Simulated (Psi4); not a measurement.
C3H7, charge -1, singlet, geometry from GFN2-xTB (a gas-phase anion, which may not be bound at this level); MP2/def2-SVP run with Psi4 1.11.

Here is a job for Psi4.
```
memory 2 GB

molecule {
-1 1
C    -0.10780469    0.00054251    0.68004084
C    -0.02190610    1.23344102   -0.21846953
C    -0.00646224   -1.23439269   -0.21405251
H     0.84309050    0.00760359    1.30038358
H     0.01296381    2.15358899    0.38110298
H     0.03990771   -2.15188010    0.38880905
H     0.85762803    1.28590022   -0.92185351
H    -0.91331302    1.30302432   -0.86049058
H    -0.89691409   -1.31742471   -0.85580041
H     0.87367531   -1.27835733   -0.91726391
}

set {
  basis def2-svp
  freeze_core true
  mp2_type conv
  scf_type pk
  puream true
  d_convergence 1e-8
}

energy('mp2')
print_variables()
```

It wrote (shortened):

```
   => Loading Basis Set <=

    Name: DEF2-SVP
    Role: ORBITAL
    Keyword: BASIS

         ---------------------------------------------------------
                                   SCF
               by Justin Turney, Rob Parrish, Andy Simmonett
                          and Daniel G. A. Smith
                              RHF Reference
         ---------------------------------------------------------

  ==> Geometry <==

    Molecular point group: c1
    Full point group: C1

    Geometry (in Angstrom), charge = -1, multiplicity = 1:

       Center              X                  Y                   Z               Mass
    ------------   -----------------  -----------------  -----------------  -----------------
         C           -0.088976470479     0.000599082812     0.645817185672    12.000000000000
         C           -0.003077880479     1.233497592812    -0.252693184328    12.000000000000
         C            0.012365979521    -1.234336117188    -0.248276164328    12.000000000000
         H            0.861918719521     0.007660162812     1.266159925672     1.007825032230
         H            0.031792029521     2.153645562812     0.346879325672     1.007825032230
         H            0.058735929521    -2.151823527188     0.354585395672     1.007825032230
         H            0.876456249521     1.285956792812    -0.956077164328     1.007825032230
         H           -0.894484800479     1.303080892812    -0.894714234328     1.007825032230
         H           -0.878085870479    -1.317368137188    -0.890024064328     1.007825032230
         H            0.892503529521    -1.278300757188    -0.951487564328     1.007825032230

  Running in c1 symmetry.

  Rotational constants: A =      1.06546  B =      0.29755  C =      0.26143 [cm^-1]
  Rotational constants: A =  31941.73876  B =   8920.33589  C =   7837.33021 [MHz]
  Nuclear repulsion =   75.089010398454533

  Charge       = -1
  Multiplicity = 1
  Electrons    = 26
  Nalpha       = 13
  Nbeta        = 13

  ==> Algorithm <==

  SCF Algorithm Type is PK.
  DIIS enabled.
  MOM disabled.
  Fractional occupation disabled.
  Guess Type is SAD.
  Energy threshold   = 1.00e-08
  Density threshold  = 1.00e-08
  Integral threshold = 1.00e-12

  ==> Primary Basis <==

  Basis Set: DEF2-SVP
    Blend: DEF2-SVP
    Number of shells: 39
    Number of basis functions: 77
    Number of Cartesian functions: 80
    Spherical Harmonics?: true
    Max angular momentum: 2

  ==> Integral Setup <==

  Using in-core PK algorithm.
   Calculation information:
      Number of atoms:                  10
      Number of AO shells:              39
      Number of primitives:             71
      Number of atomic orbitals:        80
      Number of basis functions:        77

      Integral cutoff                 1.00e-12
      Number of threads:                 1

  Performing in-core PK
  Using 9021012 doubles for integral storage.
  We computed 301346 shell quartets total.
  Whereas there are 304590 unique shell quartets.

  ==> DiskJK: Disk-Based J/K Matrices <==

    J tasked:                  Yes
    K tasked:                  Yes
    wK tasked:                  No
    Schwarz Cutoff:          1E-12

  Minimum eigenvalue in the overlap matrix is 3.2093560518E-03.
  Reciprocal condition number of the overlap matrix is 5.3406405008E-04.
    Using symmetric orthogonalization.

  ==> Pre-Iterations <==

  SCF Guess: Superposition of Atomic Densities via on-the-fly atomic UHF (no occupation information).

   -------------------------
    Irrep   Nso     Nmo
   -------------------------
     A         77      77
   -------------------------
    Total      77      77
   -------------------------

  ==> Iterations <==

                        Total Energy        Delta E     RMS |[F,P]|

   @RHF iter SAD:  -116.74985548345444   -1.16750e+02   0.00000e+00
   @RHF iter   1:  -117.25674351963771   -5.06888e-01   7.39517e-03 ADIIS/DIIS
[...]
  @RHF Final Energy:  -117.46972975621647
    Total Energy =                       -117.4697297562164664
  DIE_IF_NOT_CONVERGED          => (empty)
[...]
  PARENT_SYMMETRY               => (empty)
  PCG_BETA_TYPE                 => (empty)
  PCG_CONVERGENCE               => (empty)
  PCG_MAXITER                   => (empty)
  PCM                           => (empty)
  PE                            => (empty)
  PRINT                         => (empty)
  PRINT_NOONS                   => (empty)
  PROPERTIES                    => (empty)
  PROPERTIES_ORIGIN             => (empty)
  PUREAM                        => TRUE            !
  QC_MODULE                     => (empty)
  RAS1                          => (empty)
  RAS2                          => (empty)
  RAS3                          => (empty)
  RAS4                          => (empty)
  RELATIVISTIC                  => (empty)
  RELAXED                       => (empty)
  REMP_A                        => (empty)
  RESTRICTED_DOCC               => (empty)
  RESTRICTED_UOCC               => (empty)
  RMS_MOGRAD_CONVERGENCE        => (empty)
  R_CONVERGENCE                 => (empty)
  SCF_TYPE                      => PK              !
  SCREENING                     => (empty)
  SCS_TYPE                      => (empty)
  SOCC                          => (empty)
  SOS_TYPE                      => (empty)
  SPIN_SCALE_TYPE               => NONE            !
  SS_SCALE                      => (empty)
  SYMMETRIZE                    => (empty)
  TPDM_ABCD_TYPE                => (empty)
  WFN                           => (empty)
  WFN_TYPE                      => OMP2            !
  WRITER_FILE_LABEL             => (empty)
  ZORA_BASIS_TOLERANCE          => (empty)
  ZORA_NR_DEBUG                 => (empty)
  ZORA_PRUNING_SCHEME           => (empty)
  ZORA_RADIAL_POINTS            => (empty)
  ZORA_SPHERICAL_POINTS         => (empty)

 ==============================================================================
 ==============================================================================
 ==============================================================================

                             MP2
                    Program Written by Ugur Bozkaya,
              Additional Contributions by J. P. Misiewicz

 ==============================================================================
 ==============================================================================
 ==============================================================================

	MO spaces per irreps...

	IRREP   FC    OCC   VIR  FV
	==============================
	   A     3    10    64    0
	==============================

	Cost of iabc is     24 MB
	Cost of abcd is    128 MB
	Switching to the incore algorithm for iabc..
	Switching to the incore algorithm for abcd..

	Computing MP2 energy using SCF MOs (Canonical MP2)...
	==============================================================================
	Nuclear Repulsion Energy (a.u.)    :    75.08901039845453
	SCF Energy (a.u.)                  :  -117.46972975621647
	REF Energy (a.u.)                  :  -117.46972975621647
	Alpha-Alpha Contribution (a.u.)    :    -0.04972492992919
	Alpha-Beta Contribution (a.u.)     :    -0.35156061259926
	Beta-Beta Contribution (a.u.)      :    -0.04972492992919
	Scaled_SS Correlation Energy (a.u.):    -0.03314995328613
	Scaled_OS Correlation Energy (a.u.):    -0.42187273511911
	SCS-MP2 Total Energy (a.u.)        :  -117.92475244462172
	SOS-MP2 Total Energy (a.u.)        :  -117.89160249133558
	SCSN-MP2 Total Energy (a.u.)       :  -117.64476150956723
	SCS-MP2-VDW Total Energy (a.u.)    :  -117.96945227027271
	SOS-PI-MP2 Total Energy (a.u.)     :  -117.96191461385543
	MP2 Correlation Energy (a.u.)      :    -0.45101047245764
	MP2 Total Energy (a.u.)            :  -117.92074022867411
	==============================================================================

  Variable Map:
  ----------------------------------------------------------------------------
[...]
  Array Variable Map:
  ----------------------------------------------------------------------------
[...]
[...]
```
